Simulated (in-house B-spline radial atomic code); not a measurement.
Computed with a B-spline radial atomic code. Model: two electrons, singlet ground state, non-relativistic, full CI in B-splines with partial waves to l = 8 (at full coupling up to 3e-4 hartree above the limit, correlation up to 0.6 % small), density held at that of full coupling by Lieb maximisation.

Along the adiabatic connection the electron repulsion is scaled by a coupling λ while a local potential keeps the density fixed. At λ = 0 the system is the Kohn-Sham one and W equals the exchange energy; the exchange-correlation energy is the area under W between 0 and 1. The kinetic energy rises with λ as the electrons avoid each other, with dT/dλ = −λ dW/dλ.

Command:
```bash
python run_ac.py task.json out
```
Settings (lengths in bohr, energies in hartree):
```
potential              coulomb
strength               1.43
lmax                   8
wall_radius            0.659
```

Time taken, with all properties: 1.6 s on 1 thread of Intel(R) Xeon(R) Processor @ 2.30GHz, with other jobs on the host.

**W = mean repulsion less Hartree energy, and W of three functionals.**

Given: confinement point charge; nuclear charge 1.43; hard wall radius 0.659 bohr; external potential -Z/r.

Computed: LDA exchange minus exact 398.98 millihartree; SCAN exchange minus exact -7.4384 millihartree.

```tsv
coupling	W xc (hartree)	W xc minus exchange (millihartree)	kinetic minus Kohn-Sham (millihartree)	LDA (PW92) W minus its exchange (millihartree)	PBE W minus its exchange (millihartree)	SCAN W minus its exchange (millihartree)
0	-2.8451	0	0	0	0	0
0.02	?	?	?	?	?	?
0.05	-2.8503	-5.177	0.1	-30.87	-8.32	-4.84
0.12	-2.8575	-12.349	0.7	-61.54	-19.73	-11.48
0.25	-2.8706	-25.438	3.2	-106.98	-40.12	-23.5
0.4	-2.8853	-40.178	7.9	-150.21	-62.46	-36.94
0.6	-2.9044	-59.246	17.5	-199.2	-90.47	-54.26
0.8	-2.9228	-77.671	30.4	-241.78	-116.73	-70.96
1	-2.9406	-95.478	46.4	-279.83	-141.49	-87.09
1.4	-2.9745	-129.34	86.9	-346.32	-187.21	-117.83
2	?	?	?	?	?	?
3	-3.0898	-244.73	336.9	-541	-334.57	-224.32
4.5	-3.1751	-329.96	654.1	-669.35	-439.65	-305.95
7	-3.2831	-437.97	1267.8	-825.15	-573.07	-414.64
10	-3.3761	-530.95	2050.4	-958.65	-691.25	-513.92
```

Question: What belongs in the row 0.02?

Answer: W xc (hartree): -2.8472; W xc minus exchange (millihartree): -2.075; kinetic minus Kohn-Sham (millihartree): 0; LDA (PW92) W minus its exchange (millihartree): -14.58; PBE W minus its exchange (millihartree): -3.34; SCAN W minus its exchange (millihartree): -1.95.

Question: What belongs in the row 2?

Answer: W xc (hartree): -3.0212; W xc minus exchange (millihartree): -176.11; kinetic minus Kohn-Sham (millihartree): 166.2; LDA (PW92) W minus its exchange (millihartree): -429.64; PBE W minus its exchange (millihartree): -248.14; SCAN W minus its exchange (millihartree): -160.58.

Question: What is the PBE exchange minus exact?

Answer: 128.07 millihartree.

**Energy parts, natural occupations and partial-wave weights.**

Computed: total energy 14.4630 hartree; exchange energy -2.8451 hartree; correlation energy -0.04911 hartree; kinetic part of the DFT correlation energy 0.046368 hartree; kinetic part over minus potential part 0.48565; Hartree energy 5.6902 hartree; Kohn-Sham kinetic 23.101 hartree.

```tsv
natural	occupation of the shell (electrons)
s	1.9973
p	?
d	0.00011994
s	0.00010564
p	1.7945e-05
f	1.6432e-05
```

Question: What belongs in the row p?

Answer: occupation of the shell (electrons): 0.0024182.

```json
{"wave": "s", "weight": "0.99871"}
{"wave": "p", "weight": "?"}
{"wave": "d", "weight": "6.2174e-05"}
{"wave": "f", "weight": "8.8537e-06"}
{"wave": "g", "weight": "2.0704e-06"}
```

Question: What belongs in the row p?

Answer: weight: 0.0012186.

Question: What is the initial slope twice GL2?

Answer: -0.10391 hartree.

Question: What is the Lieb Oxford ratio E_xc over LDA exchange?

Answer: 1.1832.

Half-way to full coupling W has made 52 % of its drop, against 50 % for a straight line, and second-order (GL2) theory, half the initial slope, overshoots the correlation energy by about 6 %: correlation is weak here. Over couplings 0 to 1 the errors in E_xc come to about +283 millihartree for LDA, +103 millihartree for PBE, -3.3 millihartree for SCAN, so SCAN is nearest. In LDA and PBE and SCAN the errors of exchange and correlation have opposite signs, so the sum is smaller than the larger of the two.
